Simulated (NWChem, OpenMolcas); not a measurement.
## How basis sets differ on CH5BFNO (SMILES COB(N)F)

CH5BFNO: 10 atoms, total charge 0, spin state singlet. As SMILES, `COB(N)F`. Geometry: relaxed at PBE0-D4/def2-TZVP. This is one conformer, not always the lowest.

```xyz
10

C    -1.3335    0.2630   -0.4778
O    -0.0918    0.1113   -1.1185
B     1.0351   -0.1418   -0.4021
N     1.0891   -0.2753    0.9951
F     2.1664   -0.2694   -1.1052
H    -1.3248    1.1074    0.2208
H    -1.6193   -0.6453    0.0649
H    -2.0854    0.4573   -1.2426
H     0.2932   -0.1949    1.5994
H     1.9539   -0.4632    1.4688
```

Quantity: the dipole moment, in D. The values are calculated.

```csv
level,kind,program,value (D),CPU time
HF/ANO-R0 (sfX2C),Hartree–Fock,OpenMolcas,2.14,2.2 s
HF/STO-3G,Hartree–Fock,OpenMolcas,2.66,4.8 s
HF/3-21G,Hartree–Fock,NWChem,4.26,3.1 s
HF/6-31G,Hartree–Fock,OpenMolcas,4.54,2.9 s
HF/cc-pVDZ,Hartree–Fock,OpenMolcas,3.72,12 s
```

The values span 2.14 to 4.54 D. Magnitudes only. Sets without polarisation functions give poor dipoles. Times are those of the runs behind each value, whatever else they computed, on shared processors of several kinds: orders of magnitude only.
